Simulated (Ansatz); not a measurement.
Born–Oppenheimer molecular dynamics of F$_{2}$H$_{4}$OW (8 atoms, charge 0, multiplicity 1). It starts from a relaxed structure.

Level of theory: RKS PBE/def2-SVP in Ansatz 0.2.0.

```
ensemble                      : NVE (velocity Verlet)
time step                     : 1 fs
steps asked                   : 300
starting velocities drawn for : 700 K
masses                        : H 2.014 u
seed                          : 537621
```

First frame:

```xyz
8
Properties=species:S:1:pos:R:3
W -0.038 0.243 0.035
O -0.335 0.120 1.844
H -0.807 -0.119 2.659
H 1.468 -0.506 0.059
F 0.288 2.148 -0.077
H -1.311 -0.876 -0.126
H 0.057 -1.475 -0.210
F -0.231 0.313 -1.816
```

Q: What does the run give?

A: The run went to its last step.

| Item | Value |
| --- | --- |
| steps done | 300 |
| time covered | 300 fs |
| mean temperature over the second half | 356 K |
| spread of the potential energy over the second half | 8.5 meV per atom |
| mean potential energy of the second half above the start | 33.6 meV per atom |

The conserved energy stayed within 0.46 meV per atom of its start (net change 0.37 meV per atom), so the integration is sound. Over the second half the temperature averaged 0.51 of the 700 K drawn at the start: a run that starts near a minimum puts about half its kinetic energy into the potential. A run of 0.3 ps of so small a system gives no equilibrium averages.

Q: What happens to the structure?

A: The same pairs are bonded in the first frame and the last. Pairs count as bonded within 1.25 times the sum of covalent radii (0.12 Å more for H–H). The details hang on the random start.

Q: How do temperature and energy run in time?

A: 
```tsv
time (fs)	T (K)	potential energy less start (eV)	conserved less start (meV/atom)
0.0	700	0.000	0.00
25.0	329	0.289	0.12
50.0	433	0.209	0.25
75.0	338	0.283	0.33
100.0	479	0.173	0.28
125.0	184	0.403	0.25
150.0	371	0.257	0.20
175.0	291	0.319	0.25
200.0	266	0.339	0.33
225.0	329	0.290	0.33
250.0	387	0.245	0.31
275.0	288	0.323	0.42
300.0	340	0.282	0.37
```

Time of the run: 17 min on 1 thread of Arm Neoverse V1, with other jobs on the host, peak memory 0.13 GiB.
